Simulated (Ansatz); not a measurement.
Steps of a relaxation of CH₆BClOSi (`CB[SiH](O)Cl`) with RKS PBE-D4/def2-SVP.

```sh
$ ansatz run in.yaml --threads 4 --pin off --events-out ev --progress --plain --max-ram 10444MiB
```

```yaml
crystal:
  periodic: [false, false, false]
  atoms:
    - {symbol: C, position_ang: [-1.221200, 0.459900, -0.893500]}
    - {symbol: B, position_ang: [-0.090300, -0.550900, -0.793700]}
    - {symbol: Si, position_ang: [1.186500, -0.426800, 0.627200]}
    - {symbol: O, position_ang: [0.502400, -0.564000, 2.154100]}
    - {symbol: Cl, position_ang: [2.205800, 1.409900, 0.517100]}
    - {symbol: H, position_ang: [-1.201200, 1.046800, -1.880800]}
    - {symbol: H, position_ang: [-2.214500, -0.024600, -0.838500]}
    - {symbol: H, position_ang: [-1.167500, 1.265400, -0.090500]}
    - {symbol: H, position_ang: [0.009300, -1.396300, -1.549400]}
    - {symbol: H, position_ang: [2.202000, -1.512900, 0.519100]}
    - {symbol: H, position_ang: [-0.146000, 0.236400, 2.249400]}
basis:
  gaussian: {orbitals: def2-SVP}
hamiltonian: {xc: pbe, dispersion: d4}
relax: {f_tol: 0.03, max_steps: 200}
```

Positions (Å) and forces (eV/Å) along the path, 11 of 17 steps:

```xyz
11
step=1 energy=-24236.5384 eV
C    -1.221    0.460   -0.893   -0.487    2.222    0.012
B    -0.090   -0.551   -0.794   -0.567    1.090    0.272
Si    1.187   -0.427    0.627    1.628   -0.393    0.717
O     0.502   -0.564    2.154   -1.673    1.885    0.332
Cl    2.206    1.410    0.517   -0.048    0.091   -0.134
H    -1.201    1.047   -1.881   -0.056   -0.733    0.676
H    -2.215   -0.025   -0.839   -0.213   -0.084   -0.147
H    -1.167    1.265   -0.090   -0.246   -0.535   -0.541
H     0.009   -1.396   -1.549    0.121   -1.638   -1.505
H     2.202   -1.513    0.519    0.253   -0.071    0.281
H    -0.146    0.236    2.249    1.289   -1.833    0.038
11
step=2 energy=-24236.8972 eV
C    -1.255    0.514   -0.885   -0.162    0.895    0.044
B    -0.084   -0.497   -0.802   -0.238   -0.040    0.153
Si    1.262   -0.484    0.651    0.522    0.048    0.318
O     0.515   -0.559    2.163   -0.637    0.708   -0.034
Cl    2.230    1.381    0.470    0.073    0.055   -0.075
H    -1.246    1.031   -1.885    0.039   -0.235    0.247
H    -2.236   -0.011   -0.871    0.018   -0.088   -0.021
H    -1.271    1.322   -0.108   -0.017   -0.276   -0.243
H    -0.028   -1.390   -1.593   -0.007   -0.380   -0.572
H     2.327   -1.546    0.664   -0.109    0.059    0.058
H    -0.149    0.182    2.217    0.518   -0.746    0.125
11
step=4 energy=-24236.9627 eV
C    -1.257    0.535   -0.877   -0.016   -0.032   -0.009
B    -0.103   -0.516   -0.804   -0.003   -0.101   -0.024
Si    1.280   -0.472    0.671   -0.028   -0.045    0.086
O     0.540   -0.541    2.192    0.048    0.092   -0.216
Cl    2.243    1.388    0.400   -0.008   -0.031   -0.022
H    -1.218    1.017   -1.880    0.007    0.022   -0.013
H    -2.237    0.003   -0.884    0.027   -0.003    0.005
H    -1.280    1.329   -0.107    0.012    0.015    0.019
H    -0.063   -1.383   -1.671    0.016    0.102    0.062
H     2.341   -1.529    0.724   -0.021    0.027    0.013
H    -0.181    0.113    2.258   -0.034   -0.047    0.099
11
step=5 energy=-24236.9668 eV
C    -1.253    0.535   -0.871    0.008   -0.030   -0.010
B    -0.102   -0.519   -0.804   -0.002   -0.064    0.022
Si    1.278   -0.475    0.671   -0.059   -0.020    0.087
O     0.545   -0.523    2.195   -0.030    0.105   -0.170
Cl    2.239    1.379    0.364    0.011    0.005   -0.023
H    -1.210    1.027   -1.870   -0.004    0.017    0.001
H    -2.232    0.002   -0.885    0.006    0.002    0.000
H    -1.276    1.321   -0.092    0.004    0.014    0.010
H    -0.059   -1.375   -1.676    0.017    0.052    0.005
H     2.342   -1.525    0.737   -0.002   -0.003    0.013
H    -0.208    0.096    2.254    0.052   -0.079    0.066
11
step=7 energy=-24236.9730 eV
C    -1.253    0.524   -0.851   -0.014   -0.006   -0.003
B    -0.100   -0.532   -0.808    0.003    0.040    0.005
Si    1.263   -0.489    0.674    0.020    0.020    0.066
O     0.557   -0.460    2.203   -0.155    0.094   -0.015
Cl    2.242    1.336    0.244   -0.020   -0.002   -0.017
H    -1.173    1.082   -1.815   -0.008   -0.025    0.049
H    -2.229   -0.010   -0.932    0.015    0.032    0.002
H    -1.303    1.260   -0.024   -0.012   -0.029   -0.039
H    -0.025   -1.335   -1.724    0.018   -0.003   -0.022
H     2.334   -1.527    0.790   -0.013   -0.034   -0.008
H    -0.248    0.093    2.263    0.167   -0.086   -0.017
11
step=8 energy=-24236.9756 eV
C    -1.260    0.506   -0.834   -0.120    0.099   -0.038
B    -0.093   -0.536   -0.813    0.010    0.043   -0.079
Si    1.254   -0.504    0.680    0.035    0.030    0.013
O     0.560   -0.412    2.209   -0.034    0.010    0.051
Cl    2.244    1.301    0.160   -0.039   -0.082    0.015
H    -1.147    1.131   -1.759   -0.022   -0.124    0.170
H    -2.231   -0.030   -0.989    0.120    0.096    0.026
H    -1.353    1.193    0.038   -0.002   -0.130   -0.157
H     0.024   -1.288   -1.771    0.005    0.043    0.058
H     2.307   -1.559    0.827   -0.020    0.020   -0.011
H    -0.240    0.142    2.273    0.067   -0.006   -0.048
11
step=9 energy=-24236.9790 eV
C    -1.270    0.500   -0.835   -0.103    0.085   -0.024
B    -0.091   -0.528   -0.814   -0.009    0.050   -0.005
Si    1.253   -0.506    0.683    0.066    0.009   -0.077
O     0.562   -0.408    2.210   -0.067    0.034    0.110
Cl    2.264    1.284    0.164   -0.029   -0.040    0.005
H    -1.151    1.137   -1.748   -0.016   -0.096    0.130
H    -2.234   -0.040   -1.009    0.107    0.070    0.021
H    -1.383    1.173    0.044    0.005   -0.099   -0.125
H     0.038   -1.271   -1.773    0.017    0.007   -0.006
H     2.297   -1.569    0.826   -0.024   -0.001   -0.003
H    -0.219    0.172    2.273    0.054   -0.018   -0.028
11
step=10 energy=-24236.9852 eV
C    -1.299    0.477   -0.828   -0.070    0.059    0.006
B    -0.085   -0.511   -0.816    0.028    0.084    0.010
Si    1.248   -0.523    0.691   -0.066   -0.014   -0.004
O     0.576   -0.367    2.225   -0.154    0.133    0.032
Cl    2.301    1.230    0.139    0.012   -0.011   -0.023
H    -1.160    1.160   -1.702   -0.025   -0.056    0.075
H    -2.239   -0.077   -1.067    0.089    0.045    0.016
H    -1.468    1.101    0.077    0.018   -0.089   -0.099
H     0.113   -1.186   -1.813   -0.006   -0.016   -0.002
H     2.245   -1.628    0.839    0.004    0.009    0.010
H    -0.167    0.267    2.277    0.170   -0.144   -0.021
11
step=11 energy=-24236.9839 eV rejected
C    -1.328    0.455   -0.819   -0.061    0.164    0.008
B    -0.057   -0.463   -0.833   -0.107   -0.166    0.045
Si    1.236   -0.543    0.707   -0.098    0.028    0.045
O     0.586   -0.310    2.246   -0.114    0.175   -0.168
Cl    2.360    1.141    0.063    0.006    0.002    0.022
H    -1.189    1.210   -1.636   -0.091   -0.107    0.148
H    -2.227   -0.134   -1.136    0.194    0.114    0.048
H    -1.571    1.000    0.128    0.086   -0.172   -0.276
H     0.197   -1.086   -1.861   -0.001    0.135    0.128
H     2.188   -1.687    0.880   -0.028    0.029    0.019
H    -0.128    0.362    2.281    0.212   -0.201   -0.018
11
step=13 energy=-24236.9916 eV
C    -1.327    0.457   -0.820   -0.013    0.069    0.025
B    -0.058   -0.461   -0.825   -0.035   -0.074    0.004
Si    1.234   -0.548    0.709   -0.091   -0.001   -0.013
O     0.593   -0.300    2.245    0.029    0.013   -0.051
Cl    2.351    1.134    0.046    0.016   -0.032    0.023
H    -1.203    1.217   -1.628   -0.034   -0.043    0.055
H    -2.214   -0.140   -1.142    0.069    0.036    0.017
H    -1.578    0.985    0.126    0.037   -0.067   -0.117
H     0.216   -1.062   -1.855   -0.001    0.060    0.046
H     2.170   -1.704    0.890    0.011    0.048    0.000
H    -0.119    0.365    2.273    0.013   -0.009    0.010
11
step=17 energy=-24236.9940 eV
C    -1.333    0.452   -0.821    0.023    0.011   -0.013
B    -0.058   -0.454   -0.827   -0.003   -0.013   -0.006
Si    1.223   -0.556    0.711   -0.021   -0.008    0.020
O     0.597   -0.287    2.248    0.007    0.005   -0.027
Cl    2.367    1.103    0.037    0.006    0.002    0.001
H    -1.225    1.223   -1.618   -0.006    0.003   -0.005
H    -2.205   -0.157   -1.152   -0.008   -0.012    0.000
H    -1.595    0.960    0.127   -0.007    0.007    0.016
H     0.243   -1.021   -1.865    0.001    0.006    0.006
H     2.152   -1.713    0.898    0.006    0.002    0.000
H    -0.100    0.392    2.282    0.001   -0.003    0.009
```

Hardware: 4 threads of an Arm Neoverse V1 on a shared host. Wall time 26 s, peak host memory 0.19 GiB.
